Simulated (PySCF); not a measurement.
**Working with the constants of NaI**

RHF-CCSD(T) constants of NaI, ¹Σ⁺ (singlet), closed shell (PySCF, scalar-relativistic core potentials, basis sets Na def2-SVPD, I def2-SVPD with ECP28; masses 22.9898 and 126.9045 u):

* ωe: 240.6 cm⁻¹
* ωexe: 0.797 cm⁻¹
* Be: 0.11164 cm⁻¹
* αe: 0.000614 cm⁻¹
* D (centrifugal): 9.61e-08 cm⁻¹
* De to Na + I: 3.22 eV

Question: Estimate the standard entropy (1 bar) and heat capacity of the ideal gas at 298.15 K, rigid rotor with B0 and harmonic oscillator at the fundamental.

Answer: Translation (Sackur–Tetrode, M = 149.89 u): 171.3 J/(mol K). Rotation: q = kT/(σB0) = 1860 with σ = 1, 70.9. Vibration: x = hcν0/kT = 1.15, 7.57. S° = 249.8 J/(mol K); Cp = 7R/2 + 7.45 = 36.6 J/(mol K).

Correlated steps freeze 5 core orbitals. Correlated levels converge slowly with the basis: in double zeta they bind strong bonds too weakly, by up to about 1 eV, and carry superposition errors of some tenths. Spin–orbit coupling is left out, which matters for elements this heavy, above all for dissociation energies. Where the molecule has an RHF reference, its open-shell atoms are computed with UHF.
